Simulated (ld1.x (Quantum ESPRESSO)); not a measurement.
The numbers below are computed, except where a source is named.
Potentials for Mg compared

Generated with ld1.x 7.5 (TM, RRKJ, ultrasoft, PAW), atompaw 4.2 or ONCVPSP 4.0.1. The cutoff is in Ry: for ld1.x and atompaw files where the sum of valence levels is converged to 10 mRy in a Bessel basis, for ONCV files where the hardest occupied wave has 1 mHa per electron of residual kinetic energy. The error is the largest all-electron minus pseudo excitation energy over each file’s own four to seven test configurations (ionisations up to +4, promotions, holes and added fractions of an electron), all of which were solved. The labels leave out finer settings (local radius, basis sizes, second energies), which also bear on the numbers. Spin-polarised tests are not counted. The rows are a selection from randomly drawn settings: files with unsolved tests, undetermined cutoffs or missed reference levels are left out.

A true bound ghost makes a file unfit for plane-wave use even where its test errors are small: the radial tests pick states by their node count and pass the ghost by.

| potential | cutoff (Ry) | largest error (meV) | bound ghosts |
| --- | --- | --- | --- |
| PAW, PBE, scalar-relativistic, rc 2.85/1.05 (sp), local smoothed, core correction yes, reference 2p6 3s1 3p1 | 80 | -561 | s |
| TM semilocal, LDA (PZ), scalar-relativistic, rc 2.00/2.55/2.00 (spd), local p, core correction no, reference 3s2 3p0 | 8 | +111 | none |
| TM, PW91, scalar-relativistic, rc 2.25/3.85 (sp), local s, core correction no, reference 3s2 3p0 | 8 | +146 | none |
| TM, PW91, scalar-relativistic, rc 1.95/3.40/3.55 (spd), local s, core correction no, reference 3s2 3p0 | 8 | +133 | none |
| TM, LDA (PZ), scalar-relativistic, rc 2.10/2.55/2.00 (spd), local p, core correction yes, reference 3s1 3p0 | 8 | -5.5 | none |
| ultrasoft, LDA (PZ), scalar-relativistic, rc 2.50/3.00 (sp), local smoothed, core correction yes, reference 3s2 3p0 | 6 | +58 | none |

Question: Fill in the row for Mg: TM, LDA (PZ), non-relativistic, rc 0.85/1.05 (sp), local smoothed, core correction yes, reference 2s2 2p6 3s0 3p0.

Answer: cutoff 160 Ry, largest error +1728 meV, bound ghosts: none.
